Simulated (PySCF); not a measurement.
## Cr⁺: ionisation energy

Cr⁺ [Ar] 3d5 (6S) → Cr²⁺ [Ar] 3d4 (5D), as a difference of total energies. All numbers are calculated (PySCF 2.14, the spin-free X2C one-electron Hamiltonian (Gaussian nucleus), in jorge-DZP-DKH (8s6p2d1f, 43 functions)). Correlated levels: valence: [Ar] frozen. The calculations carry no spin-orbit coupling.

| method | ionisation energy (eV) |
| --- | --- |
| UHF | 15.062 |
| LDA | 17.536 |
| PBE0 | 16.836 |
| MP2 (valence) | 15.793 |
| SCS-MP2 (valence) | 15.305 |

How much does correlation contribute at MP2 (valence)?

15.793 − (15.062) = 0.731 eV, measured against UHF.

The reference lies between the lowest fine-structure levels, while these numbers refer to the centres of the terms.

Errors of the correlated levels include the incompleteness of this basis and the frozen core.

For comparison: 16.486 eV (measured; NIST Atomic Spectra Database, ionization energies).
